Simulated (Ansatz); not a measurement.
`[SeH]CCCCc1ccc(-c2ccc(-c3cccs3)s2)s1`. Charge 0, multiplicity 1. Geometry r2SCAN-D4/def2-SVP; atoms count from 1.

```xyz
36

Se   -4.1302    3.0115   -3.5572
C    -5.4889    1.9993   -2.5458
C    -5.2138    0.5067   -2.3905
C    -3.8657    0.1302   -1.7782
C    -3.6246    0.7381   -0.3903
C    -2.3522    0.2838    0.2503
C    -2.1771   -0.4729    1.3898
C    -0.8170   -0.7359    1.6960
C     0.0665   -0.1801    0.7836
C     1.5066   -0.2287    0.7601
C     2.3919    0.3788   -0.1216
C     3.7470    0.1016    0.1584
C     3.9270   -0.7203    1.2632
C     5.1686   -1.1900    1.8304
C     6.4545   -0.7311    1.5748
C     7.4518   -1.4322    2.2997
C     6.9318   -2.4178    3.1084
S     5.2149   -2.5038    2.9774
S     2.3836   -1.1462    1.9579
S    -0.8132    0.6712   -0.4627
H    -4.2902    2.2224   -4.7899
H    -5.5169    2.5133   -1.5721
H    -6.4640    2.1692   -3.0257
H    -5.3060    0.0195   -3.3773
H    -6.0298    0.0876   -1.7698
H    -3.0534    0.4501   -2.4541
H    -3.7974   -0.9686   -1.7058
H    -4.4555    0.4718    0.2868
H    -3.6235    1.8410   -0.4688
H    -3.0177   -0.8248    1.9929
H    -0.4839   -1.3120    2.5625
H     2.0559    1.0043   -0.9523
H     4.5807    0.4751   -0.4392
H     6.6606    0.1006    0.8984
H     8.5197   -1.2125    2.2362
H     7.4598   -3.0995    3.7750
```

Single mean-field runs in def2-TZVP are fitted with def2-universal-jkfit.

Question: Estimate the Mulliken populations of the heavy atoms from the PBE0/def2-TZVP orbitals of Ansatz.

Answer: 
```tsv
atom	charge (e)
Se1	-0.17
C2	-0.30
C3	-0.18
C4	-0.21
C5	-0.29
C6	0.09
C7	-0.19
C8	-0.19
C9	0.03
C10	0.07
C11	-0.16
C12	-0.21
C13	0.16
C14	0.02
C15	-0.23
C16	-0.14
C17	-0.20
S18	0.04
S19	0.00
S20	0.00
```
Mulliken values depend strongly on the basis.

Question: And the Mayer bond orders between heavy atoms (over 0.3)?

Answer: Se1–C2 1.03 (1.97 Å); C2–C3 0.98 (1.53 Å); C3–C4 0.99 (1.53 Å); C4–C5 0.99 (1.53 Å); C5–C6 0.97 (1.50 Å); C6–C7 1.57 (1.38 Å); C6–S20 1.23 (1.74 Å); C7–C8 1.29 (1.42 Å); C8–C9 1.47 (1.39 Å); C9–C10 0.97 (1.44 Å); C9–S20 1.28 (1.75 Å); C10–C11 1.44 (1.39 Å); C10–S19 1.27 (1.75 Å); C11–C12 1.32 (1.41 Å); C12–C13 1.51 (1.39 Å); C13–C14 0.92 (1.44 Å); C13–S19 1.24 (1.75 Å); C14–C15 1.53 (1.39 Å); C14–S18 1.29 (1.74 Å); C15–C16 1.33 (1.42 Å); C16–C17 1.65 (1.38 Å); C17–S18 1.25 (1.72 Å).
